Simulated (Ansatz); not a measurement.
```yaml
crystal:
  periodic: [true, true, true]
  atoms:
    - {symbol: Cl, position_ang: [0.089135, -0.028788, 0.016639]}
basis:
  gaussian: {orbitals: aug-pcseg-2}
total_charge: -1
hamiltonian: {xc: {name: r2SCAN}, pseudopotentials: {relativity: none}}
correlation: {method: rpa}
accuracy: high
```

```sh
$ ansatz run in.yaml --threads 2 --pin off --events-out ev --progress --plain --max-ram 32768MiB --backend cuda --devices 0, --max-vram 18GiB
```

Output, abridged:

```
Error: YAML parse error: error: line 2 column 3: crystal: missing field `lattice` (a structure is typed as `lattice` and `atoms`, a molecule's as `atoms` in Å alone, or read from a run's directory, `checkpoint`)
 --> <input>:2:3
1 | crystal:
2 |   periodic: [true, true, true]
3 |   atoms:
4 |     - {symbol: Cl, position_ang: [0.089135, -0.028788, 0.016639]}
```

In this input the molecule is marked periodic without a cell. The program refused the input.
